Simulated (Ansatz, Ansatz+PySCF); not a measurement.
```xyz
22

C     0.0000    0.7050    0.0000
C    -1.1024    1.5841    0.0000
C    -2.4770    1.2704    0.0000
C    -3.0888    0.0000    0.0000
C    -2.4770   -1.2704    0.0000
C    -1.1024   -1.5841    0.0000
C     0.0000   -0.7050    0.0000
C     1.1024    1.5841    0.0000
C     2.4770    1.2704    0.0000
C     3.0888    0.0000    0.0000
C     2.4770   -1.2704    0.0000
C     1.1024   -1.5841    0.0000
H    -0.8609    2.6419    0.0000
H    -3.1535    2.1187    0.0000
H    -4.1738    0.0000    0.0000
H    -3.1535   -2.1187    0.0000
H    -0.8609   -2.6419    0.0000
H     0.8609    2.6419    0.0000
H     3.1535    2.1187    0.0000
H     4.1738    0.0000    0.0000
H     3.1535   -2.1187    0.0000
H     0.8609   -2.6419    0.0000
```

Basis set: def2-SVP (spherical functions). Charge 0, multiplicity 1.

Computed with Ansatz (development build ahead of 0.2.0); each method stands on the lowest determinant of its kind that the runs found. Restricted functionals stand beside restricted open-shell atoms, which can lie above the unrestricted atoms usual in DFT and then raise those values.

(1) Give the atomization energy at this shape (free ground-state atoms in the same class of orbitals less the molecule, no zero-point energy) of singlet C₁₂H₁₀ by ωB97X (unrestricted), PBE0 (unrestricted), PBE0 (restricted), UHF, RHF.

## Answers

(1)

| method | atomization energy |
| --- | --- |
| ωB97X (unrestricted) | 111.10 eV |
| PBE0 (unrestricted) | 113.32 eV |
| PBE0 (restricted) | 113.58 eV |
| UHF | 84.19 eV |
| RHF | 83.17 eV |

Caution for ωB97X (unrestricted), PBE0 (unrestricted), UHF: the unrestricted determinant is a mixture of spin states. Caution for RHF: an unrestricted determinant lies well below.

The shape needn't be a minimum at these levels.
